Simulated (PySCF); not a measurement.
Correlation energy of Sr (strontium, neutral)

[Kr] 4d2, high-spin 3F determinant (an excited configuration). Computed with PySCF 2.14 in aug-cc-pVTZ-X2C, with scalar relativity by spin-free X2C-1e. Frozen: [Kr]; 2 electrons correlated.

With two correlated electrons CCSD is exact within the correlated space (frozen core and kept virtual orbitals).

| level | correlation energy (mhartree) |
| --- | --- |
| CCSD | -9.06 |

Diagnostics: T1 = 0.019, D1 = 0.0272, largest double amplitude 0.083.

Cost of the coupled-cluster step: about 1.3 core-seconds, for 2 correlated electrons.

Iterations:

```
CC2 = 0
CCSD nocc = (np.int64(2), np.int64(0)), nmo = (50, 50)
frozen orbitals [[0, 1, 2, 3, 4, 5, 6, 7, 8, 9, 10, 11, 12, 13, 14, 15, 16, 17], [0, 1, 2, 3, 4, 5, 6, 7, 8, 9, 10, 11, 12, 13, 14, 15, 16, 17]]
max_cycle = 100
direct = 0
conv_tol = 1e-08
conv_tol_normt = 1e-06
diis_space = 8
diis_start_cycle = 0
Init t2, MP2 energy = -0.00463541186841515
Init E_corr(UCCSD) = -0.00463541188237584
cycle = 1  E_corr(UCCSD) = -0.00677915689384153  dE = -0.00214374501  norm(t1,t2) = 0.0439214
cycle = 2  E_corr(UCCSD) = -0.00782478830974534  dE = -0.00104563142  norm(t1,t2) = 0.0246955
cycle = 3  E_corr(UCCSD) = -0.00905149741809235  dE = -0.00122670911  norm(t1,t2) = 0.0150786
cycle = 4  E_corr(UCCSD) = -0.00905386305774451  dE = -2.36563965e-06  norm(t1,t2) = 0.0044259
cycle = 5  E_corr(UCCSD) = -0.00907898754598755  dE = -2.51244882e-05  norm(t1,t2) = 0.00110688
cycle = 6  E_corr(UCCSD) = -0.00905968641958712  dE = 1.93011264e-05  norm(t1,t2) = 0.000287891
cycle = 7  E_corr(UCCSD) = -0.00906460139480689  dE = -4.91497522e-06  norm(t1,t2) = 0.000113285
cycle = 8  E_corr(UCCSD) = -0.00906483143932823  dE = -2.30044521e-07  norm(t1,t2) = 3.11795e-05
cycle = 9  E_corr(UCCSD) = -0.00906555538847103  dE = -7.23949143e-07  norm(t1,t2) = 4.65256e-05
cycle = 10  E_corr(UCCSD) = -0.00906481795991999  dE = 7.37428551e-07  norm(t1,t2) = 1.16565e-05
cycle = 11  E_corr(UCCSD) = -0.00906480534222263  dE = 1.26176974e-08  norm(t1,t2) = 1.59684e-06
cycle = 12  E_corr(UCCSD) = -0.0090648102012581  dE = -4.85903547e-09  norm(t1,t2) = 4.6586e-07
UCCSD converged
E(UCCSD) = -3177.201152311221  E_corr = -0.0090648102012581
```
